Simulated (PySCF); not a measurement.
Predicted microwave data (CAM-B3LYP/def2-SVPD in PySCF (dipole) on a GFN2-xTB geometry, gas phase) for one isomer of C2H7FOSi2:

| Property | Result |
| --- | --- |
| Rotational constants | A = 2836, B = 1666, C = 1156 MHz |
| Dipole components | \|μa\| = 0.31 D, \|μb\| = 2.05 D, \|μc\| = 0.52 D |
| Inertial defect | -44.55 u·Å² |
| κ | -0.39 |

Question: Which structure is it? (One computed conformer of each.)
A. `[CH3:1][SiH2:2][Si@@H:3]([F:4])[CH:5]=[O:6]` with C1–Si2–Si3–F4 -174°, Si2–Si3–C5–O6 57°
B. `[CH2:1]=[CH:2][Si@@H:3]([F:4])[O:5][SiH3:6]` with C1–C2–Si3–F4 -126°, C2–Si3–O5–Si6 -30°
C. `[F:1][Si@H:2]1[CH2:3][CH2:4][SiH2:5][O:6]1` with F1–Si2–C3–C4 93°, Si2–C3–C4–Si5 26°, C3–C4–Si5–O6 -21°, C4–Si5–O6–Si2 7°

Answer: B. It is C=C[Si@@H](F)O[SiH3], an asymmetric top, point group C1. The candidates at the same level (rigid rotor, commonest isotopes):

| SMILES | A (MHz) | B (MHz) | C (MHz) | μa (D) | μb (D) | μc (D) | Δ (u·Å²) | point group | rotor |
| --- | --- | --- | --- | --- | --- | --- | --- | --- | --- |
| F[Si@H]1CC[SiH2]O1 | 3919 | 1942 | 1550 | 1.61 | 1.96 | 0.84 | -63.18 | C1 | asymmetric top |
| C=C[Si@@H](F)O[SiH3] | 2836 | 1666 | 1156 | 0.31 | 2.05 | 0.52 | -44.55 | C1 | asymmetric top |
| C[SiH2][Si@@H](F)C=O | 2505 | 1652 | 1081 | 1.47 | 0.68 | 0.45 | -40.27 | C1 | asymmetric top |

`F[Si@H]1CC[SiH2]O1` has A 38 % too high; `C[SiH2][Si@@H](F)C=O` has A 12 % too low. No structure here is proved a minimum.
